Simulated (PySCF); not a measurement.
AsGeH6N.
Geometry (PBE0-D3(BJ)/def2-SVP, Å), atoms numbered from 1 in this order:
```xyz
9
AsGeH6N angstrom
N     -1.4428    0.8754   -0.1772
Ge    -0.2596   -0.4243    0.3700
As     1.7648   -0.0113   -0.8888
H     -1.6589    0.8467   -1.1708
H     -2.3197    0.8792    0.3387
H     -0.1054   -0.2554    1.8937
H     -0.7049   -1.8822    0.0742
H      2.5295   -1.0950   -0.1348
H      2.2242    1.0790    0.0718
```

Level of theory: PySCF 2.14.0, density-fitted response routines, TDDFT CAM-B3LYP/def2-SVPD, vertical, gas phase, core orbitals frozen in the response. Relativistic effects, spin–orbit coupling among them, are left out although an element past zinc is present.

Transition dipole moments from the ground state, in atomic units and in the frame of the coordinates above (overall signs are arbitrary), for the states with f of 0.002 or more among the lowest 7:

```json
{"state": "S1", "E (hartree)": "0.2219", "μx": "0.350", "μy": "-0.148", "μz": "-0.143"}
{"state": "S2", "E (hartree)": "0.2323", "μx": "0.016", "μy": "-0.244", "μz": "-0.309"}
{"state": "S3", "E (hartree)": "0.2378", "μx": "0.470", "μy": "0.017", "μz": "-0.064"}
{"state": "S4", "E (hartree)": "0.2438", "μx": "-1.031", "μy": "-0.424", "μz": "0.918"}
{"state": "S5", "E (hartree)": "0.2517", "μx": "-0.059", "μy": "0.231", "μz": "0.314"}
{"state": "S6", "E (hartree)": "0.2613", "μx": "-0.310", "μy": "-0.217", "μz": "-0.022"}
{"state": "S7", "E (hartree)": "0.2639", "μx": "-0.122", "μy": "0.164", "μz": "-0.141"}
```

Question: What oscillator strength does each state have?

Answer: f = (2/3) ΔE |μ|² with ΔE in hartree (27.2114 eV).

```tsv
state	|μ|² (au)	|μ| (D)	f
S1	0.165	1.03	0.024
S2	0.155	1.00	0.024
S3	0.226	1.21	0.036
S4	2.086	3.67	0.339
S5	0.155	1.00	0.026
S6	0.144	0.96	0.025
S7	0.062	0.63	0.011
```

Question: What angle do the transition dipoles of S1 and S2 make?

Answer: |cos θ| = |μa·μb| / (|μa| |μb|) = 0.54, so θ ≈ 58° (taken between 0 and 90°, since the signs are arbitrary).

Question: What peak molar absorption coefficient would the strongest computed level give as a lone Gaussian band 0.4 eV wide at half height?

Answer: ε(max) = 2.175×10⁸ f / FWHM, with the width in cm⁻¹. S4: 2.175×10⁸ × 0.3390 / 3226 ≈ 23000 L mol⁻¹ cm⁻¹.

The vertical ionisation energy (ΔSCF) is 9.32 eV, 2.14 eV above S7.

One conformer stands for the species.

Without π bonds the low states may be Rydberg-like; a valence basis with one diffuse set may place them up to an eV too high.
